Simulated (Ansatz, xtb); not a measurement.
# Two isomers of C3H6F2O3Si

We compare a, `O[SiH2]O/C=C\OC(F)F`, a singlet, with b, `C=C(O[SiH2]O)OC(F)F`, a singlet. Both are isolated molecules in the gas phase, relaxed with r2SCAN-D4/def2-SVP, each in the lowest conformer that the search found.

Question: Which of the two would you expect CCSD(T)/def2-SVP + ΔMP2/def2-TZVPP electronic energies to favour?

Answer: Structure b; the calculation gives E(b) − E(a) = −6.1 kcal/mol.

Level by level:

| level | geometry | E(b) − E(a) (kcal/mol) | departure from the last row (kcal/mol) | job, with rough time for the two |
| --- | --- | --- | --- | --- |
| r2SCAN-D4/def2-SVP | r2SCAN-D4/def2-SVP | −7.1 | −1.0 | optimisation, 3.7 min |
| HF/def2-SVP | r2SCAN-D4/def2-SVP | −6.8 | −0.8 | part of the CCSD(T) run |
| MP2/def2-SVP | r2SCAN-D4/def2-SVP | −6.5 | −0.5 | part of the CCSD(T) run |
| CCSD(T)/def2-SVP | r2SCAN-D4/def2-SVP | −6.0 | +0.1 | single point |
| CCSD(T)/def2-SVP + ΔMP2/def2-TZVPP | r2SCAN-D4/def2-SVP | −6.1 |  | single point, 3.8 min |

As drawn, both hold the same kinds of bond in the same numbers.

The levels shown agree on the order. The largest departure from CCSD(T)/def2-SVP + ΔMP2/def2-TZVPP is that of r2SCAN-D4/def2-SVP, 1.0 kcal/mol. Levels run at GFN2-xTB geometries aren't shown. The last row adds to CCSD(T) the change of the MP2 difference between the two basis sets, here −0.1 kcal/mol.

With thermal terms from frequencies at re-optimised GFN2-xTB minima (ideal gas, soft modes damped towards free rotors, one conformer each, 298.15 K, 1 atm): the zero-point term adds −0.4 kcal/mol; ΔH is −6.3 and ΔG −6.7 kcal/mol.

The correlated steps freeze 13 core orbitals. Run with Ansatz 0.2.0, xtb 6.7.1; the last row on 4 threads of Arm Neoverse V1 on a shared host.
